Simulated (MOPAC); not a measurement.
Job for MOPAC: PM7 on HISi (SMILES [SiH]I), a point of a bond scan (R = 3.502 Å).

```
PM7 1SCF PRECISE CHARGE=0 THREADS=1
HISi

Si    -1.12141345 1    -0.93268242 1     1.27808734 1
H     -3.35878024 1    -1.97599418 1    -1.20532250 1
I      0.33573528 1     0.27252548 1    -0.34135031 1
```

Output:

```
*******************************************************************************
 **                                                                           **
 **                              MOPAC v23.2.5                                **
 **                                                                           **
 *******************************************************************************
 ** MOPAC's Digital Object Identifier: https://doi.org/10.5281/zenodo.6511958 **
 **                                                                           **
 ** Please cite the open-source release paper for use of this MOPAC version:  **
 ** J. E. Moussa and J. J. P. Stewart (2026)                                  **
 ** MOPAC: An open-source semiempirical molecular orbital program             **
 ** J. Open Source Softw., 11(119), 8025, https://doi.org/10.21105/joss.08025 **
 *******************************************************************************

                              PM7 CALCULATION RESULTS

 *******************************************************************************
 *  PM7        - The PM7 Hamiltonian to be used
 *
 *
 *
 *                 CHARGE ON SYSTEM = 0
 *
 *
 *
 *  PRECISE    - TIGHTER CRITERIA TO BE USED
 *  1SCF       - DO 1 SCF AND THEN STOP
 *  THREADS=1  - MULTI-THREADING NOT USED
 *  T=         - A TIME OF 172800.0 SECONDS REQUESTED
 *  DUMP=N     - RESTART FILE WRITTEN EVERY 7200.0 SECONDS REQUESTED
 *******************************************************************************
PM7 1SCF PRECISE CHARGE=0 THREADS=1
 HISi

   ATOM   CHEMICAL          X               Y               Z
  NUMBER   SYMBOL      (ANGSTROMS)     (ANGSTROMS)     (ANGSTROMS)

     1      Si         -1.12141345  *  -0.93268242  *   1.27808734  *
     2       H         -3.35878024  *  -1.97599418  *  -1.20532250  *
     3       I          0.33573528  *   0.27252548  *  -0.34135031  *



          CARTESIAN COORDINATES

    NO.       ATOM           X           Y           Z

     1        Si         -1.1214     -0.9327      1.2781
     2         H         -3.3588     -1.9760     -1.2053
     3         I          0.3357      0.2725     -0.3414

 General Reference for PM7:
 "Optimization of Parameters for Semiempirical Methods VI: More Modifications to the
 NDDO Approximations and Re-optimization of Parameters", J. J. P. Stewart, J. Mol. Mod., 1:32, 19 (2013)
 https://link.springer.com/article/10.1007/s00894-012-1667-x

           Empirical Formula: H Si I  =     3 atoms



      MOLECULAR POINT GROUP   :   Cs


      RHF CALCULATION, NO. OF DOUBLY OCCUPIED LEVELS = 6


 -------------------------------------------------------------------------------
 PM7 1SCF PRECISE CHARGE=0 THREADS=1
 HISi



     1SCF WAS SPECIFIED, SO BFGS WAS NOT USED
     SCF FIELD WAS ACHIEVED


                              PM7 CALCULATION
                                                       MOPAC v23.2.5 Linux




          FINAL HEAT OF FORMATION =        216.86509 KCAL/MOL =     907.36355 KJ/MOL


          COSMO AREA              =        122.65 SQUARE ANGSTROMS
          COSMO VOLUME            =        109.65 CUBIC ANGSTROMS

          IONIZATION POTENTIAL    =          6.872948 EV
          HOMO LUMO ENERGIES (EV) =         -6.873 -2.395
          NO. OF FILLED LEVELS    =          6
          MOLECULAR WEIGHT        =        155.9979         POINT GROUP:  Cs

          MOLECULAR DIMENSIONS (Angstroms)

            Atom       Atom       Distance
            I     3    H     2     4.41041
           Si     1    H     2     1.97347
           Si     1    H     2     0.00000


          SCF CALCULATIONS        =          1





   ATOM   CHEMICAL          X               Y               Z
  NUMBER   SYMBOL      (ANGSTROMS)     (ANGSTROMS)     (ANGSTROMS)

     1      Si         -1.12141345  *  -0.93268242  *   1.27808734  *
     2       H         -3.35878024  *  -1.97599418  *  -1.20532250  *
     3       I          0.33573528  *   0.27252548  *  -0.34135031  *

                             CARTESIAN COORDINATES

   1   Si       -1.121413450    -0.932682420     1.278087340
   2    H       -3.358780240    -1.975994180    -1.205322500
   3    I        0.335735280     0.272525480    -0.341350310


           Empirical Formula: H Si I  =     3 atoms



      MOLECULAR POINT GROUP   :   Cs


                  EIGENVALUES
 -24.68020 -13.41636  -9.88986  -9.79844  -9.64500  -6.87295  -2.39508  -0.30944
   0.94521  25.51441  25.52699  25.61686  25.77106  26.78570 125.45097 125.52799
 125.55827 125.81897 125.82012


              NET ATOMIC CHARGES AND DIPOLE CONTRIBUTIONS

  ATOM NO.   TYPE          CHARGE      No. of ELECS.   s-Pop       p-Pop       d-Pop
    1         Si           0.262304        3.7377     1.76574     1.90625     0.06571
    2          H           0.072391        0.9276     0.92761
    3          I          -0.334695        7.3347     1.87657     5.45513     0.00300
 DIPOLE           X         Y         Z       TOTAL
 POINT-CHG.    -3.120    -2.300     1.740     4.249
 HYBRID         0.836     0.795    -1.568     1.947
 SUM           -2.285    -1.505     0.172     2.741


          ATOMIC ORBITAL ELECTRON POPULATIONS

     Atom    s        px        py        pz      x^2-y^2     xz        z^2       yz        xy
    1 Si   1.76574   0.53834   0.23067   1.13724   0.00546   0.02311   0.00702   0.01661   0.01350
    2  H   0.92761
    3  I   1.87657   1.81115   1.85596   1.78802   0.00022   0.00095   0.00048   0.00069   0.00066

 **********************
 *                    *
 * JOB ENDED NORMALLY *
 *                    *
 **********************




 == MOPAC DONE ==
```

The run finished.

Cost: very roughly 0.06 core-seconds.
